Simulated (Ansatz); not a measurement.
All values below come from Ansatz (a program for electronic structure) with CAM-B3LYP-D3(BJ)/def2-TZVP. No frequencies were computed at this level.

Ansatz 0.2 input:
```yaml
crystal:
  periodic: [false, false, false]
  atoms:
    - { symbol: B, position_ang: [-1.673854, -1.360435, 0.509494] }
    - { symbol: C, position_ang: [-1.206213, 0.112825, 0.37106] }
    - { symbol: C, position_ang: [-2.076029, 1.103168, 0.647559] }
    - { symbol: C, position_ang: [0.168601, 0.488124, 0.043215] }
    - { symbol: C, position_ang: [1.098297, -0.332111, -0.438416] }
    - { symbol: C, position_ang: [2.486589, 0.081536, -0.789441] }
    - { symbol: H, position_ang: [-2.815102, -1.606871, 0.446326] }
    - { symbol: H, position_ang: [-0.915199, -2.22135, 0.731245] }
    - { symbol: H, position_ang: [-1.780715, 2.142884, 0.665485] }
    - { symbol: H, position_ang: [-3.106832, 0.90154, 0.884728] }
    - { symbol: H, position_ang: [0.417313, 1.535603, 0.181561] }
    - { symbol: H, position_ang: [0.867226, -1.3752, -0.60389] }
    - { symbol: H, position_ang: [2.682945, -0.11504, -1.843809] }
    - { symbol: H, position_ang: [3.209211, -0.494549, -0.210694] }
    - { symbol: H, position_ang: [2.643764, 1.139875, -0.594423] }
basis:
  gaussian: { orbitals: def2-tzvp }
hamiltonian:
  xc: cam_b3lyp
  dispersion: d3bj
relax:
  max_steps: 150
```

Output:

```
Functional definition: CAM-B3LYP
1465 factors; their error is unknown
511 factors; integrals over basis functions are off by at most 6.6e-7 eV
mean field evaluation 1: about -5997.2971 eV, gradient 5.7e1 eV
mean field evaluation 2: about -5999.6575 eV, gradient 4.7e1 eV
mean field evaluation 4: about -6004.9732 eV, gradient 2.9e0 eV
mean field evaluation 8: about -6004.9624 eV, gradient 6.6e-2 eV
mean field evaluation 16: about -6004.9624 eV, gradient 3.9e-5 eV
mean field -6004.96237302 eV, -220.6782968987 hartree, gradient 3.9e-5 eV, S^2 0.000000; 0 other end points of the search recorded, 0 dependent functions left out
reference -6004.96252791 eV, -220.6783025910 hartree; 22, 22 occupied and 218, 218 virtual orbitals, 1465 factors
relax step   1: F+E_penalty+E_count = -6005.20539746 eV  Δ(F+E_penalty+E_count) = +0.000e0 eV  max|allowed force component| = 8.453e-1 eV/Å  Δτ_max = 0.0000 Å  (30 SCF iters, accepted)
these checks for a lower state are left out or cut short: starts, cluster_reference, orbital_swaps, neighbouring_geometries, increment
1465 factors; their error is unknown
511 factors; integrals over basis functions are off by at most 6.9e-7 eV
mean field -6004.99385833 eV, -220.6794539625 hartree, gradient 8.8e-6 eV, S^2 0.000000; 0 other end points of the search recorded, 0 dependent functions left out
reference -6004.99401405 eV, -220.6794596852 hartree; 22, 22 occupied and 218, 218 virtual orbitals, 1465 factors
relax step   2: F+E_penalty+E_count = -6005.23658058 eV  Δ(F+E_penalty+E_count) = -3.118e-2 eV  max|allowed force component| = 2.831e-1 eV/Å  Δτ_max = 0.0688 Å  (35 SCF iters, accepted)
these checks for a lower state are left out or cut short: starts, cluster_reference, orbital_swaps, neighbouring_geometries, increment
1465 factors; their error is unknown
511 factors; integrals over basis functions are off by at most 7.2e-7 eV
mean field -6004.99930711 eV, -220.6796542017 hartree, gradient 1.8e-5 eV, S^2 0.000000; 0 other end points of the search recorded, 0 dependent functions left out
reference -6004.99946296 eV, -220.6796599290 hartree; 22, 22 occupied and 218, 218 virtual orbitals, 1465 factors
relax step   3: F+E_penalty+E_count = -6005.24177579 eV  Δ(F+E_penalty+E_count) = -5.195e-3 eV  max|allowed force component| = 2.811e-1 eV/Å  Δτ_max = 0.0788 Å  (34 SCF iters, accepted)
these checks for a lower state are left out or cut short: starts, cluster_reference, orbital_swaps, neighbouring_geometries, increment
1465 factors; their error is unknown
511 factors; integrals over basis functions are off by at most 7.7e-7 eV
mean field evaluation 32: about -6004.7612 eV, gradient 7.9e0 eV
mean field -6004.98157726 eV, -220.6790026417 hartree, gradient 1.8e-5 eV, S^2 0.000000; 0 other end points of the search recorded, 0 dependent functions left out
reference -6004.98173138 eV, -220.6790083055 hartree; 22, 22 occupied and 218, 218 virtual orbitals, 1465 factors
relax step   4: F+E_penalty+E_count = -6005.22464853 eV  Δ(F+E_penalty+E_count) = +1.713e-2 eV  max|allowed force component| = 6.921e-1 eV/Å  Δτ_max = 0.2000 Å  (33 SCF iters, rejected (line search))
these checks for a lower state are left out or cut short: starts, cluster_reference, orbital_swaps, neighbouring_geometries, increment
1465 factors; their error is unknown
511 factors; integrals over basis functions are off by at most 7.3e-7 eV
mean field -6005.00887525 eV, -220.6800058243 hartree, gradient 9.3e-6 eV, S^2 0.000000; 0 other end points of the search recorded, 0 dependent functions left out
reference -6005.00903049 eV, -220.6800115293 hartree; 22, 22 occupied and 218, 218 virtual orbitals, 1465 factors
relax step   5: F+E_penalty+E_count = -6005.25142080 eV  Δ(F+E_penalty+E_count) = -9.645e-3 eV  max|allowed force component| = 1.386e-1 eV/Å  Δτ_max = 0.0984 Å  (35 SCF iters, accepted)
these checks for a lower state are left out or cut short: starts, cluster_reference, orbital_swaps, neighbouring_geometries, increment
1465 factors; their error is unknown
511 factors; integrals over basis functions are off by at most 8.2e-7 eV
mean field -6005.01237634 eV, -220.6801344868 hartree, gradient 8.8e-6 eV, S^2 0.000000; 0 other end points of the search recorded, 0 dependent functions left out
reference -6005.01253107 eV, -220.6801401730 hartree; 22, 22 occupied and 218, 218 virtual orbitals, 1465 factors
relax step   6: F+E_penalty+E_count = -6005.25497718 eV  Δ(F+E_penalty+E_count) = -3.556e-3 eV  max|allowed force component| = 1.318e-1 eV/Å  Δτ_max = 0.1000 Å  (35 SCF iters, accepted)
these checks for a lower state are left out or cut short: starts, cluster_reference, orbital_swaps, neighbouring_geometries, increment
1465 factors; their error is unknown
511 factors; integrals over basis functions are off by at most 8.4e-7 eV
mean field -6005.01216668 eV, -220.6801267821 hartree, gradient 2.2e-5 eV, S^2 0.000000; 0 other end points of the search recorded, 0 dependent functions left out
reference -6005.01232110 eV, -220.6801324570 hartree; 22, 22 occupied and 218, 218 virtual orbitals, 1465 factors
relax step   7: F+E_penalty+E_count = -6005.25467677 eV  Δ(F+E_penalty+E_count) = +3.004e-4 eV  max|allowed force component| = 1.159e-1 eV/Å  Δτ_max = 0.0556 Å  (34 SCF iters, rejected (line search))
these checks for a lower state are left out or cut short: starts, cluster_reference, orbital_swaps, neighbouring_geometries, increment
1465 factors; their error is unknown
511 factors; integrals over basis functions are off by at most 8.4e-7 eV
mean field evaluation 64: about -6005.0139 eV, gradient 7.5e-3 eV
mean field -6005.01388985 eV, -220.6801901073 hartree, gradient 1.2e-5 eV, S^2 0.000000; 0 other end points of the search recorded, 0 dependent functions left out
reference -6005.01404439 eV, -220.6801957867 hartree; 22, 22 occupied and 218, 218 virtual orbitals, 1465 factors
relax step   8: F+E_penalty+E_count = -6005.25637976 eV  Δ(F+E_penalty+E_count) = -1.403e-3 eV  max|allowed force component| = 3.195e-2 eV/Å  Δτ_max = 0.0273 Å  (34 SCF iters, accepted)
these checks for a lower state are left out or cut short: starts, cluster_reference, orbital_swaps, neighbouring_geometries, increment
1465 factors; their error is unknown
511 factors; integrals over basis functions are off by at most 8.6e-7 eV
mean field -6005.01548988 eV, -220.6802489075 hartree, gradient 1.7e-5 eV, S^2 0.000000; 0 other end points of the search recorded, 0 dependent functions left out
reference -6005.01564390 eV, -220.6802545675 hartree; 22, 22 occupied and 218, 218 virtual orbitals, 1465 factors
relax step   9: F+E_penalty+E_count = -6005.25785951 eV  Δ(F+E_penalty+E_count) = -1.480e-3 eV  max|allowed force component| = 3.072e-2 eV/Å  Δτ_max = 0.0750 Å  (34 SCF iters, accepted)
these checks for a lower state are left out or cut short: starts, cluster_reference, orbital_swaps, neighbouring_geometries, increment
1465 factors; their error is unknown
511 factors; integrals over basis functions are off by at most 8.3e-7 eV
mean field -6005.01624809 eV, -220.6802767713 hartree, gradient 9.2e-6 eV, S^2 0.000000; 0 other end points of the search recorded, 0 dependent functions left out
reference -6005.01640147 eV, -220.6802824075 hartree; 22, 22 occupied and 218, 218 virtual orbitals, 1465 factors
relax step  10: F+E_penalty+E_count = -6005.25853086 eV  Δ(F+E_penalty+E_count) = -6.714e-4 eV  max|allowed force component| = 7.610e-2 eV/Å  Δτ_max = 0.1117 Å  (34 SCF iters, accepted)
these checks for a lower state are left out or cut short: starts, cluster_reference, orbital_swaps, neighbouring_geometries, increment
1465 factors; their error is unknown
511 factors; integrals over basis functions are off by at most 8.1e-7 eV
mean field -6005.01549610 eV, -220.6802491360 hartree, gradient 1.3e-5 eV, S^2 0.000000; 0 other end points of the search recorded, 0 dependent functions left out
reference -6005.01564932 eV, -220.6802547669 hartree; 22, 22 occupied and 218, 218 virtual orbitals, 1465 factors
relax step  11: F+E_penalty+E_count = -6005.25778776 eV  Δ(F+E_penalty+E_count) = +7.431e-4 eV  max|allowed force component| = 1.396e-1 eV/Å  Δτ_max = 0.0377 Å  (34 SCF iters, rejected (line search))
these checks for a lower state are left out or cut short: starts, cluster_reference, orbital_swaps, neighbouring_geometries, increment
1465 factors; their error is unknown
511 factors; integrals over basis functions are off by at most 8.3e-7 eV
mean field -6005.01692249 eV, -220.6803015547 hartree, gradient 1.1e-5 eV, S^2 0.000000; 0 other end points of the search recorded, 0 dependent functions left out
reference -6005.01707569 eV, -220.6803071850 hartree; 22, 22 occupied and 218, 218 virtual orbitals, 1465 factors
relax step  12: F+E_penalty+E_count = -6005.25926702 eV  Δ(F+E_penalty+E_count) = -7.362e-4 eV  max|allowed force component| = 1.798e-2 eV/Å  Δτ_max = 0.0164 Å  (34 SCF iters, accepted)
these checks for a lower state are left out or cut short: starts, cluster_reference, orbital_swaps, neighbouring_geometries, increment
1465 factors; their error is unknown
511 factors; integrals over basis functions are off by at most 8.2e-7 eV
mean field evaluation 96: about -6005.0448 eV, gradient 5.3e-3 eV
mean field -6005.01703554 eV, -220.6803057094 hartree, gradient 1.2e-5 eV, S^2 0.000000; 0 other end points of the search recorded, 0 dependent functions left out
reference -6005.01718867 eV, -220.6803113367 hartree; 22, 22 occupied and 218, 218 virtual orbitals, 1465 factors
relax step  13: F+E_penalty+E_count = -6005.25938659 eV  Δ(F+E_penalty+E_count) = -1.196e-4 eV  max|allowed force component| = 8.629e-3 eV/Å  Δτ_max = 0.0282 Å  (33 SCF iters, accepted)
these checks for a lower state are left out or cut short: starts, cluster_reference, orbital_swaps, neighbouring_geometries, increment
1465 factors; their error is unknown
511 factors; integrals over basis functions are off by at most 8.5e-7 eV
mean field -6005.01707675 eV, -220.6803072237 hartree, gradient 1.2e-5 eV, S^2 0.000000; 0 other end points of the search recorded, 0 dependent functions left out
reference -6005.01722984 eV, -220.6803128497 hartree; 22, 22 occupied and 218, 218 virtual orbitals, 1465 factors
relax step  14: F+E_penalty+E_count = -6005.25943588 eV  Δ(F+E_penalty+E_count) = -4.929e-5 eV  max|allowed force component| = 9.514e-3 eV/Å  Δτ_max = 0.0243 Å  (33 SCF iters, accepted)
1465 factors; their error is unknown
511 factors; integrals over basis functions are off by at most 8.5e-7 eV
mean field evaluation 128: about -6005.0171 eV, gradient 1.2e-3 eV
mean field -6005.01707675 eV, -220.6803072237 hartree, gradient 1.1e-5 eV, S^2 0.000000; 1 other end points of the search recorded, 0 dependent functions left out
reference -6005.01722984 eV, -220.6803128497 hartree; 22, 22 occupied and 218, 218 virtual orbitals, 1465 factors
Total energy: -6005.25958897 eV, -220.6892193835 hartree
Atom 0 at    -1.714978    -1.333436     0.437579 Å, force     0.005477    -0.006424     0.008476 eV/Å
Atom 1 at    -1.200834     0.118006     0.373550 Å, force     0.001285     0.003851    -0.002537 eV/Å
Atom 2 at    -2.075976     1.082763     0.699583 Å, force    -0.006997    -0.003079     0.000982 eV/Å
Atom 3 at     0.165066     0.493874    -0.016718 Å, force     0.008677    -0.000531    -0.004418 eV/Å
Atom 4 at     1.137138    -0.339143    -0.367899 Å, force    -0.007450     0.002479     0.001018 eV/Å
Atom 5 at     2.511945     0.083568    -0.759453 Å, force     0.004697     0.000454    -0.003980 eV/Å
Atom 6 at    -2.843301    -1.520525     0.771173 Å, force     0.000026    -0.001439    -0.004449 eV/Å
Atom 7 at    -1.035790    -2.275034     0.171579 Å, force    -0.005543     0.005345    -0.001348 eV/Å
Atom 8 at    -1.807998     2.135174     0.684321 Å, force     0.002588     0.000558     0.000040 eV/Å
Atom 9 at    -3.089420     0.843727     0.991456 Å, force    -0.000537     0.000588     0.000943 eV/Å
Atom 10 at     0.380880     1.560796    -0.012105 Å, force    -0.001145    -0.002138     0.001384 eV/Å
Atom 11 at     0.938782    -1.405368    -0.378564 Å, force     0.001242     0.004338     0.000699 eV/Å
Atom 12 at     2.747968    -0.245740    -1.774419 Å, force     0.000242     0.001626     0.005920 eV/Å
Atom 13 at     3.261351    -0.365547    -0.103100 Å, force    -0.002787     0.003886    -0.002653 eV/Å
Atom 14 at     2.625169     1.166884    -0.716981 Å, force     0.000225    -0.009514    -0.000077 eV/Å
Dipole moment:     0.117065     0.174390    -0.025598 e Å
```

Cost: about 4 core-minutes (a rough figure).
